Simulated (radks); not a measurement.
Species: Se I. Configuration: [Ar] 3d10 4s2 4p4.

Calculated with a radial shooting solver on a logarithmic mesh with Libxc functionals: Dirac Kohn-Sham, PBE, spin-unpolarised, spherical densities, finite nucleus; open shells fill j = l - 1/2 first; Fermi nuclear charge, rms radius 4.14 fm.

Energy parts (hartree):
total: -2430.10258
kinetic: 2488.32709
electron-nucleus: -5867.56810
Hartree: 1037.04278
exchange-correlation: -87.90435

Orbitals (lengths in bohr, moments of r in powers of bohr; <r^-3> diverges for s and p1/2):
| orbital | occ. | eigenvalue (hartree) | <r^-3> | <r^2> |
|---|---|---|---|---|
| 1s1/2 | 2 | -459.3912 | - | 0.002616 |
| 2s1/2 | 2 | -59.03199 | - | 0.04521 |
| 2p1/2 | 2 | -52.95639 | - | 0.03486 |
| 2p3/2 | 4 | -51.42173 | 1177 | 0.03632 |
| 3s1/2 | 2 | -7.83969 | - | 0.3794 |
| 3p1/2 | 2 | -5.76213 | - | 0.3982 |
| 3p3/2 | 4 | -5.54632 | 167.0 | 0.4126 |
| 3d3/2 | 4 | -1.96769 | 20.39 | 0.4939 |
| 3d5/2 | 6 | -1.93482 | 19.75 | 0.5008 |
| 4s1/2 | 2 | -0.63302 | - | 3.714 |
| 4p1/2 | 2 | -0.24697 | - | 6.108 |
| 4p3/2 | 2 | -0.23323 | 10.64 | 6.395 |

The highest occupied level is 4p3/2 at -6.346 eV. The electron density at the nucleus is 3.976e+04 e/bohr^3. For comparison, the ionisation energy in NIST's Atomic Spectra Database is 9.752 eV (measured). In exact Kohn-Sham theory the highest level is minus the ionisation energy, but local and semilocal functionals leave it too shallow, through self-interaction and a potential that decays too fast; potentials with the right tail come closer. Summed over all electrons, <r^2> = 40.93 bohr^2, which gives a Langevin (diamagnetic) susceptibility term of -32.4 x 10^-6 cm^3/mol.

Beside tabulated values, note that spin-unpolarised runs miss the spin-polarisation part of the exchange energy of open shells.
